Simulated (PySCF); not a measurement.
BH2O3, SMILES OB(O)[O], multiplicity 2. Atoms are numbered in the order given.

```xyz
6

O      0.0000     0.0000     1.4340
B      0.0000     0.0000     0.0512
O      0.0000    -1.2385    -0.5437
O      0.0000     1.2385    -0.5437
H      0.0000    -1.2169    -1.5148
H      0.0000     1.2169    -1.5148
```
Charge 0, spin multiplicity 2.

Coordinates come from a PBE-D3(BJ)/def2-SVP optimisation. The geometry has at least one imaginary mode, so it is a saddle point at that level. The isomer is the one that the SMILES or the coordinates give; other isomers of the formula were not compared. Other conformers were not sampled.

Method: PBE0/pcH-1 (PySCF).

Unrestricted Kohn–Sham, ⟨S²⟩ = 0.753. Hyperfine tensors hold the contact and dipolar terms, without spin-orbit corrections.

Computed hyperfine couplings:
```
nucleus    A(iso) (MHz)  A(iso) (G)  dipolar principal values (MHz)
---------  ------------  ----------  ------------------------------
17O no. 1         -43.6       -15.6            -283.9, 139.0, 144.9
11B no. 2         -31.1       -11.1                -8.8, -3.4, 12.2
17O no. 3         -31.2       -11.1                  -6.1, 2.5, 3.6
17O no. 4         -31.2       -11.1                  -6.1, 2.5, 3.6
1H no. 5           17.9         6.4                 -3.2, -2.2, 5.4
1H no. 6           17.9         6.4                 -3.2, -2.2, 5.4
```

Q: And the g tensor (effective nuclear charges for spin-orbit coupling, GIAO)? (An estimate is asked for; the answer gives what the named calculation found.)

A: principal values 2.0022, 2.0108, 2.0312; isotropic 2.0148.
